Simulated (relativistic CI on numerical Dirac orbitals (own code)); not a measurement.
## Cu⁴⁺: K-alpha X-ray emission

Computed with this model: Dirac-Coulomb-Breit CI, separate exchange-only KLI orbitals for each configuration, model QED, valence Slater integrals scaled by 0.8, multiplet model of X-ray emission after core ionisation; configurations [Ar] 3d7 → 1s 2s2 2p6 3s2 3p6 3d7 → [He] 2s2 2p5 3s2 3p6 3d7; 300 K; Lorentzian 2.52 eV and Gaussian 0.6 eV FWHM. Energies are those of the free ion, without screening or charge transfer. S is read from ⟨S²⟩ = S(S + 1).

Field parameters in Wybourne normalisation: D4h B²₀ = −7Ds, B⁴₀ = 21(Dq − Dt), B⁴₄ = 21√(5/14) Dq; Oh B⁴₀ = 21Dq, B⁴₄ = √(5/14) B⁴₀; Td as Oh with Dq negative (B⁴₀ = 21Dq, B⁴₄ = √(5/14) B⁴₀). The field is a parameter set, without covalency.

Peaks in eV (height, largest 100): 8025.2 (56), 8046.4 (100).

Question: Which surroundings give this spectrum?
A. D4h, 10Dq = 11350, Ds = 290, Dt = 890 cm⁻¹
B. D4h, 10Dq = 37600, Ds = 2600, Dt = -510 cm⁻¹
C. D4h, 10Dq = 22900, Ds = 2460, Dt = 90 cm⁻¹
D. free ion

Answer: B. D4h, 10Dq = 37600, Ds = 2600, Dt = -510 cm⁻¹, where the ground state has S = 0.51.
